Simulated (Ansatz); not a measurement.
`C[SiH2]N[SiH](O)O` + `F/C=C/Cl` → `C[SiH2]/C(Cl)=C\F` + `N[SiH](O)O`  (formal exchange of groups at the Si–N bond)

Isolated molecules relaxed with PBE0-D4/def2-TZVP in Ansatz; ΔE leaves out vibrations. CCSD(T)/CBS is the MP2 limit (def2-TZVPP, def2-QZVPP) plus CCSD(T) − MP2 in def2-TZVPP, frozen cores. This one scheme is used for every species. Double bonds are as drawn, so ΔE can hold a change between cis and trans. DFT in def2-TZVPP. Each species was taken in one conformer, which may not be the lowest.

```json
{"level": "PBE", "ΔE (kJ/mol)": "40.3"}
{"level": "CCSD(T)/def2-TZVPP", "ΔE (kJ/mol)": "47.2"}
```

Q: What does CCSD(T)/CBS give? (Estimate.)

A: Ansatz gave: +46.3 kJ/mol. The listed levels differ from it by -6.0, 0.9 kJ/mol.

Largest T1 diagnostic among the species: 0.012.

From PBE to PBE0 (25 % exact exchange), in def2-TZVPP and without D4, ΔE moves by +4.5 kJ/mol. In def2-TZVPP, CCSD(T) changes the Hartree–Fock value by −12.5 kJ/mol (the triples alone add −2.8 kJ/mol) and MP2 by −14.4 kJ/mol.
